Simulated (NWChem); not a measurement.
System: Si2NH7S; SMILES N[SiH2]S[SiH3]

```xyz
11

Si    -0.3554    -2.1226     0.0011
S      0.9581    -0.4110    -0.0010
Si    -0.5563     1.1703    -0.0015
N      0.1311     2.7629     0.0032
H     -1.2363    -2.1469    -1.2199
H     -1.2429    -2.1382     1.2174
H      0.5263    -3.3370     0.0075
H     -1.3946     1.0285    -1.2401
H     -1.4007     1.0205     1.2320
H      0.6371     3.0670     0.8398
H      0.6279     3.0746    -0.8360
```
Atoms are numbered in this order, from 1.

Program: NWChem. Pople sets run with spherical d functions. Geometry: optimised at PBE-D3(BJ)/def2-SVP. Vertical excitations in the gas phase; the lowest state need not have the same character in each row.

For level PBE0/6-31G*, full TDDFT:

| Quantity | Value |
|---|---|
| lowest excitation, singlet (eV) | 5.99 |
| lowest state with f > 0.02, singlet (eV) | 6.51 |
| lowest triplet (eV) | 5.56 |
| orbital gap (eV) | 7.40 |

Q: How do the values read with level PBE/6-31G*, full TDDFT instead?

A: 
| Quantity | Result |
|---|---|
| lowest excitation, singlet (eV) | 5.38 |
| lowest state with f > 0.02, singlet (eV) | 5.79 |
| lowest triplet (eV) | 5.12 |
| orbital gap (eV) | 5.32 |
